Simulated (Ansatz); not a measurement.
# Nudged elastic band run: BrF$_{4}$HHf

Input:

```yaml
crystal:
  periodic: [false, false, false]
  atoms:
    - { symbol: Hf, position_ang: [0.072021, 0.0, -0.027352] }
    - { symbol: F, position_ang: [0.255962, 0.0, 1.884164] }
    - { symbol: F, position_ang: [1.874452, 0.0, -0.622815] }
    - { symbol: F, position_ang: [-0.650529, 1.596073, -0.782425] }
    - { symbol: F, position_ang: [-0.650529, -1.596073, -0.782425] }
    - { symbol: Br, position_ang: [-2.830868, 0.0, 1.279625] }
    - { symbol: H, position_ang: [-2.203108, 0.0, 2.552327] }
basis:
  gaussian: { orbitals: def2-SVP }
hamiltonian:
  xc: { name: BHLYP }
  dispersion: d4
neb:
  order_check: false
  images: 1
  f_tol: 0.03
  max_iterations: 60
  climbing: true
  final_atoms:
    - { symbol: Hf, position_ang: [-0.43499928, 0.0, -0.10728736] }
    - { symbol: F, position_ang: [-0.11327515, 0.0, 2.19225272] }
    - { symbol: F, position_ang: [1.44645752, 0.0, 0.19217963] }
    - { symbol: F, position_ang: [-0.63274063, 1.527925, -1.19945145] }
    - { symbol: F, position_ang: [-0.63274063, -1.527925, -1.19945145] }
    - { symbol: Br, position_ang: [-2.77076257, 0.0, 1.09729014] }
    - { symbol: H, position_ang: [-0.99453826, 0.0, 2.52556676] }
  initial_path:
    images:
      - { positions_ang: [[0.072021, 0.0, -0.027352], [0.255962, 0.0, 1.884164], [1.874452, 0.0, -0.622815], [-0.650529, 1.596073, -0.782425], [-0.650529, -1.596073, -0.782425], [-2.830868, 0.0, 1.279625], [-2.203108, 0.0, 2.552327]] }
      - { positions_ang: [[0.01388911, 0.0, 0.01687141], [-0.05191003, 0.0, 2.34594214], [1.89886308, 0.0, -0.58943879], [-0.89972033, 1.6157, -0.66850225], [-0.89972033, -1.6157, -0.66850225], [-2.85869044, 0.0, 0.88209491], [-1.33531006, 0.0, 2.18263382]] }
      - { positions_ang: [[-0.43499928, 0.0, -0.10728736], [-0.11327515, 0.0, 2.19225272], [1.44645752, 0.0, 0.19217963], [-0.63274063, 1.527925, -1.19945145], [-0.63274063, -1.527925, -1.19945145], [-2.77076257, 0.0, 1.09729014], [-0.99453826, 0.0, 2.52556676]] }
```

Launched with:

```bash
$ ansatz run input.yaml --threads 4 --pin off --max-ram 5120MiB --backend cpu --events-out ev --progress --plain --runs-dir out
```

Output, in part (warnings, iteration lines, the closing report on the highest movable image, with atoms numbered from 0):

```
NEB end point (image 0): max|allowed force component| = 3.142e-3 eV/Å (the criterion of neb.relax_end_points is 1.000e-2)
NEB end point (image 2): max|allowed force component| = 2.704e-2 eV/Å (the criterion of neb.relax_end_points is 1.000e-2)
NEB iter   1: max|band force component| = 2.926e0 eV/Å  barrier→ = 2.5906 eV  barrier← = 2.3977 eV  Δτ_max = 0.2000 Å  (89 SCF iters)
NEB iter   2: max|band force component| = 1.523e0 eV/Å  barrier→ = 1.0032 eV  barrier← = 0.8104 eV  Δτ_max = 0.2000 Å  (37 SCF iters)
NEB iter   3: max|band force component| = 8.829e-1 eV/Å  barrier→ = 0.5904 eV  barrier← = 0.3976 eV  Δτ_max = 0.1914 Å  (37 SCF iters)
NEB iter   4: max|band force component| = 6.964e-1 eV/Å  barrier→ = 0.5080 eV  barrier← = 0.3152 eV  Δτ_max = 0.1258 Å  (32 SCF iters)
NEB iter   5: max|band force component| = 1.315e0 eV/Å  barrier→ = 0.5222 eV  barrier← = 0.3294 eV  Δτ_max = 0.0623 Å  (37 SCF iters)
NEB iter   6: max|band force component| = 4.806e-1 eV/Å  barrier→ = 0.3838 eV  barrier← = 0.1910 eV  CI = image 1  Δτ_max = 0.1249 Å  (33 SCF iters)
NEB iter   7: max|band force component| = 5.327e-1 eV/Å  barrier→ = 0.4954 eV  barrier← = 0.3026 eV  CI = image 1  Δτ_max = 0.1041 Å  (38 SCF iters)
NEB iter   8: max|band force component| = 2.933e-1 eV/Å  barrier→ = 0.4814 eV  barrier← = 0.2886 eV  CI = image 1  Δτ_max = 0.0428 Å  (32 SCF iters)
NEB iter   9: max|band force component| = 9.331e-2 eV/Å  barrier→ = 0.4857 eV  barrier← = 0.2928 eV  CI = image 1  Δτ_max = 0.0077 Å  (33 SCF iters)
NEB iter  10: max|band force component| = 4.402e-2 eV/Å  barrier→ = 0.4849 eV  barrier← = 0.2921 eV  CI = image 1  Δτ_max = 0.0044 Å  (35 SCF iters)
NEB iter  11: max|band force component| = 9.816e-3 eV/Å  barrier→ = 0.4847 eV  barrier← = 0.2919 eV  CI = image 1  Δτ_max = 0.0000 Å  (79 SCF iters)
Total energy: -82221.88407695 eV, -3021.5985078330 hartree
Atom 0 at    -0.252022     0.000000    -0.014161 Å, force    -0.001855    -0.000000    -0.006840 eV/Å
Atom 1 at    -0.098511    -0.000000     2.060007 Å, force     0.011985    -0.000000     0.005259 eV/Å
Atom 2 at     1.637985     0.000000    -0.136338 Å, force    -0.000169     0.000000     0.001929 eV/Å
Atom 3 at    -0.685468     1.566813    -0.983586 Å, force    -0.000320    -0.008738    -0.001717 eV/Å
Atom 4 at    -0.685468    -1.566813    -0.983586 Å, force    -0.000320     0.008738    -0.001717 eV/Å
Atom 5 at    -2.739245     0.000000     1.379855 Å, force     0.008072     0.000000     0.002845 eV/Å
Atom 6 at    -1.309869     0.000000     2.178907 Å, force    -0.017393    -0.000000     0.000241 eV/Å
Dipole moment:    -0.136081     0.000000     0.317747 e Å
```

The forces met the threshold. Another band between the same ends (7 images) ends at a top of the same energy, where a vibrational analysis finds 1 clearly imaginary mode. So few images can step over the top or miss a turn of the path. The orbitals stay closed-shell, which can raise the energy where a bond breaks towards radicals; this wasn't checked here.

Final band (atoms are numbered from 1 in the order of the input):

| image | path coordinate (Å) | energy (eV) | Br6–H7 (Å) | F2–H7 (Å) |
| --- | --- | --- | --- | --- |
| 0 | 0.00 | 0.00 | 1.42 | 2.55 |
| 1 | 1.26 | 0.48 | 1.64 | 1.22 |
| 2 | 2.03 | 0.19 | 2.28 | 0.94 |

Time of the run: 37 s on 4 threads of AMD EPYC 7R43 64-Core Processor (Zen 3), on a shared host, peak memory 0.36 GiB.
